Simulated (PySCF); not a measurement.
Vertical excitations of a molecule C5H5FO from TDDFT-PBE/def2-SVPD run with PySCF, as energy in eV (oscillator strength): 3.77 (0.005), 4.50 (0.004), 4.88 (0.016), 5.70 (0.047), 6.02 (0.001), 6.52 (0.006), 6.60 (0.052), 6.80 (0.008), 6.84 (0.006), 6.87 (0.061). Lowest triplet (TDA): 3.22 eV. Geometry: r2SCAN-D4/def2-SVP. One conformer was computed; it need not be the lowest.

Question: Identify the compound among the candidates.
A. O=C[C@@H]1C=C(F)C1
B. C=CC1=C(F)OC1
C. O=C[C@]1(F)C=CC1
D. C=C1CC(=O)[C@@H]1F

Answer: C, O=C[C@]1(F)C=CC1
